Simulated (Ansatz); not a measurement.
`OCS[SiH2]S` + `O[SiH2]O` → `O[SiH2]O[SiH2]S` + `OCS`  (ligand exchange at the Si–S bond)

Gas-phase electronic energies from Ansatz, PBE0-D4/def2-TZVP geometries. CCSD(T)/CBS adds triple-zeta CCSD(T) − MP2 to the extrapolated MP2 energy (def2 sets, frozen cores). Functionals use def2-TZVPP. One conformer a species, not always the lowest.

CCSD(T)/CBS gives -10.2 kcal/mol.

Task: Another level gave -10.9 kcal/mol. Which?
A. r2SCAN/def2-TZVPP
B. CCSD(T)/def2-TZVPP
C. PBE0-D4/def2-TZVPP
D. HF/def2-TZVPP

Result: B. CCSD(T)/def2-TZVPP -10.9, HF/def2-TZVPP -17.1, r2SCAN -8.7, PBE0-D4 -7.4 kcal/mol.

Largest T1 diagnostic among the species: 0.012.

In def2-TZVPP, CCSD(T) changes the Hartree–Fock value by +6.3 kcal/mol (the triples alone add +1.4 kcal/mol) and MP2 by +7.3 kcal/mol. From PBE to PBE0 (25 % exact exchange), in def2-TZVPP and without D4, ΔE moves by −1.9 kcal/mol.
